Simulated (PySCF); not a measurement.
## C₆ coefficients of unlike pairs at PBE0

Calculated with PySCF 2.14 from the dipole response of each species, C₆(A,B) = (3/π) ∫ α_A(iu) α_B(iu) du, in atomic units, from isotropic polarisabilities. For ions this is the dispersion term alone; charge-induced terms of lower order in 1/R come first.

| species | configuration | basis | relativity | α (bohr³) | C₆ (like pair) |
| --- | --- | --- | --- | --- | --- |
| Mo | [Kr] 4d5 5s1 (7S) | aug-cc-pVDZ-PP with ECP28MDF (5s5p4d2f) | core potential | 76.62 | 782.2 |
| Cl(3+) | [Ne] 3s2 3p2 (3P) | aug-cc-pVQZ-DK (7s6p4d3f2g) | spin-free X2C | 4.322 | 11.72 |
| Rb | [Kr] 5s1 (2S) | def2-TZVPPD with the def2 core potential (28 electrons) (6s4p3d1f) | core potential | 392.3 | 6308 |
| Ar+ | [Ne] 3s2 3p5 (2P) | aug-cc-pV(5+d)Z (8s7p6d4f3g2h) | none | 6.941 | 31.26 |

(1) Estimate C₆ for Ar+ with Rb.

No spin-orbit coupling is included.

The other pairs:

| pair | C₆ |
| --- | --- |
| Rb, Cl(3+) | 146.6 |
| Ar+, Mo | 130.6 |
| Ar+, Cl(3+) | 19.14 |
| Rb, Mo | 1907 |
| Cl(3+), Mo | 80.56 |

Results:

(1) The integral gives 236.6. The combination rule 2 C_A C_B / (C_A α_B/α_A + C_B α_A/α_B) gives 210.0 and the geometric mean 444.0.
